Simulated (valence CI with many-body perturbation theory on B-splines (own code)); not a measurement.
Energy levels of Ir XXVII

Method: valence CI with perturbative core correlation (CI+MBPT): five valence electrons over a frozen Dirac-Fock core [Kr] 4d10, a basis of 7 s, 7 p, 7 d, 7 f, 4 g, 2 h functions for each j, with the one-electron correlation potential Σ1, the two-electron term Σ2, the three-electron term Σ3, Breit, model QED; selected CI, second order for the rest, scaled by the run's own slope (own B-spline code, finite nucleus).

The last digits are not significant, and no measured levels were compared; by estimate large intervals hold to a few tenths of a per cent, small ones and those within an open d or f shell to about a per cent. Among the levels kept, up to 980 cm⁻¹ of a level comes from second order outside the variational space, and about a tenth of that is noise between levels of different J, which matters for small intervals. Only levels of the ground parity were solved; by the run's estimate the other parity begins above the list, which can be wrong where configurations are misplaced.

Levels 1 to 45 of 194, with energies above the lowest level, 4f⁵ ⁶H°_5/2. "Leading %" is the weight of the configuration and term that name the level; weights of strongly mixed levels are sums over their largest components and can fall short. Lifetimes count E1, E2, E3, M1 and M2 decay at the calculated energies, and are blank where another channel may lead or the interval is too uncertain; long ones can be off by a factor of two.

| No. | Configuration | Term | J | E (eV) | Leading % | Lifetime | Second component |
| --- | --- | --- | --- | --- | --- | --- | --- |
| 1 | 4f⁵ | ⁶H° | 5/2 | 0.000 | 61 |  | 28 % 4f⁵ ⁴G° |
| 2 | 4f⁵ | ⁶H° | 7/2 | 1.878 | 77 | 4.26 ms | 18 % 4f⁵ ⁴G° |
| 3 | 4f⁵ | ⁶H° | 9/2 | 3.438 | 84 | 5.67 ms | 8 % 4f⁵ ⁴G° |
| 4 | 4f⁵ | ⁶F° | 5/2 | 3.526 | 41 | 3.34 ms | 19 % 4f⁵ ⁴F° |
| 5 | 4f⁵ | ⁶F° | 3/2 | 3.675 | 65 | 9.34 ms | 19 % 4f⁵ ⁴F° |
| 6 | 4f⁵ | ⁶F° | 1/2 | 3.912 | 79 | 1.16 s | 18 % 4f⁵ ⁴D° |
| 7 | 4f⁵ | ⁶H° | 11/2 | 4.667 | 78 | 12.3 ms | 11 % 4f⁵ ⁴I° |
| 8 | 4f⁵ | ⁶F° | 7/2 | 5.145 | 63 | 4.94 ms | 18 % 4f⁵ ⁴F° |
| 9 | 4f⁵ | ⁶H° | 13/2 | 5.607 | 64 | 37.3 ms | 22 % 4f⁵ ⁴I° |
| 10 | 4f⁵ | ⁶H° | 15/2 | 5.931 | 31 | 2.21 s | 26 % 4f⁵ ⁴I° |
| 11 | 4f⁵ | ⁶F° | 9/2 | 6.577 | 71 | 11.0 ms | 11 % 4f⁵ ⁴F° |
| 12 | 4f⁵ | ⁶F° | 5/2 | 7.192 | 40 | 571 μs | 18 % 4f⁵ ²F° |
| 13 | 4f⁵ | ⁴M° | 15/2 | 7.763 | 41 | 4.71 ms | 31 % 4f⁵ ⁶H° |
| 14 | 4f⁵ | ⁶F° | 11/2 | 7.854 | 66 | 18.2 ms | 23 % 4f⁵ ⁴G° |
| 15 | 4f⁵ | ⁴F° | 3/2 | 8.218 | 71 | 835 μs | 22 % 4f⁵ ⁶F° |
| 16 | 4f⁵ | ⁴I° | 9/2 | 8.586 | 62 | 906 μs | 20 % 4f⁵ ²H° |
| 17 | 4f⁵ | ⁴L° | 13/2 | 8.632 | 45 | 2.17 ms | 21 % 4f⁵ ⁴K° |
| 18 | 4f⁵ | ⁴K° | 11/2 | 8.723 | 49 | 1.31 ms | 20 % 4f⁵ ⁴I° |
| 19 | 4f⁵ | ⁴P° | 5/2 | 9.070 | 32 | 936 μs | 22 % 4f⁵ ⁶P° |
| 20 | 4f⁵ | ⁴G° | 7/2 | 9.385 | 44 | 772 μs | 18 % 4f⁵ ⁶F° |
| 21 | 4f⁵ | ⁴M° | 17/2 | 9.731 | 64 | 2.95 ms | 18 % 4f⁵ ⁴L° |
| 22 | 4f⁵ | ²P° | 1/2 | 10.095 | 65 | 838 μs | 18 % 4f⁵ ⁴D° |
| 23 | 4f⁵ | ⁶P° | 3/2 | 10.523 | 50 | 3.06 ms | 35 % 4f⁵ ⁴P° |
| 24 | 4f⁵ | ⁴G° | 9/2 | 10.935 | 49 | 2.13 ms | 30 % 4f⁵ ⁴H° |
| 25 | 4f⁵ | ⁴L° | 15/2 | 10.950 | 43 | 2.47 ms | 30 % 4f⁵ ⁴K° |
| 26 | 4f⁵ | ⁴M° | 19/2 | 11.148 | 61 | 22.5 ms | 16 % 4f⁵ ⁴L° |
| 27 | 4f⁵ | ⁴H° | 7/2 | 11.429 | 38 | 923 μs | 34 % 4f⁵ ²G° |
| 28 | 4f⁵ | ⁴F° | 5/2 | 11.440 | 54 | 638 μs | 28 % 4f⁵ ⁴G° |
| 29 | 4f⁵ | ⁴H° | 11/2 | 11.623 | 37 | 3.04 ms | 19 % 4f⁵ ⁴I° |
| 30 | 4f⁵ | ⁴I° | 9/2 | 11.666 | 24 | 877 μs | 23 % 4f⁵ ²G° |
| 31 | 4f⁵ | ⁴K° | 13/2 | 11.745 | 47 | 1.73 ms | 23 % 4f⁵ ⁴L° |
| 32 | 4f⁵ | ⁴M° | 21/2 | 11.785 | 54 | 408 ms | 35 % 4f⁵ ²N° |
| 33 | 4f⁵ | ²K° | 15/2 | 11.810 | 27 | 784 μs | 20 % 4f⁵ ⁶H° |
| 34 | 4f⁵ | ⁴L° | 17/2 | 12.180 | 38 | 29.7 ms | 32 % 4f⁵ ²M° |
| 35 | 4f⁵ | ⁴D° | 7/2 | 12.389 | 43 | 1.16 ms | 32 % 4f⁵ ⁶P° |
| 36 | 4f⁵ | ⁴I° | 11/2 | 12.456 | 51 | 596 μs | 29 % 4f⁵ ⁴K° |
| 37 | 4f⁵ | ⁴I° | 13/2 | 12.485 | 45 | 1.23 ms | 27 % 4f⁵ ²K° |
| 38 | 4f⁵ | ⁶P° | 5/2 | 12.693 | 36 | 858 μs | 19 % 4f⁵ ⁴D° |
| 39 | 4f⁵ | ⁴H° | 13/2 | 12.865 | 35 | 975 μs | 18 % 4f⁵ ²I° |
| 40 | 4f⁵ | ⁴D° | 3/2 | 13.194 | 46 | 640 μs | 11 % 4f⁵ ⁴P° |
| 41 | 4f⁵ | ⁴G° | 9/2 | 13.391 | 24 | 768 μs | 23 % 4f⁵ ⁴H° |
| 42 | 4f⁵ | ⁴G° | 7/2 | 13.473 | 59 | 492 μs | 18 % 4f⁵ ⁴H° |
| 43 | 4f⁵ | ⁴F° | 7/2 | 13.623 | 47 | 844 μs | 15 % 4f⁵ ²G° |
| 44 | 4f⁵ | ⁴K° | 17/2 | 13.857 | 55 | 1.30 ms | 23 % 4f⁵ ⁴M° |
| 45 | 4f⁵ | ⁴G° | 5/2 | 13.866 | 69 | 860 μs | 13 % 4f⁵ ²F° |

Names give the largest LS component (configuration and term), which can be under half, so a name can repeat, a term be missing and a line seem to break the LS rules; names also repeat where a configuration has a term twice.

Where two levels of one J and parity lie close, their mixing, g and order are uncertain.

The ionisation energy to 4f⁴ ⁵I4 of the next ion comes out as 849.29 eV (NIST: 870 ± 40 eV (theoretical)). All 194 levels together are meant to be complete up to 41.256 eV.
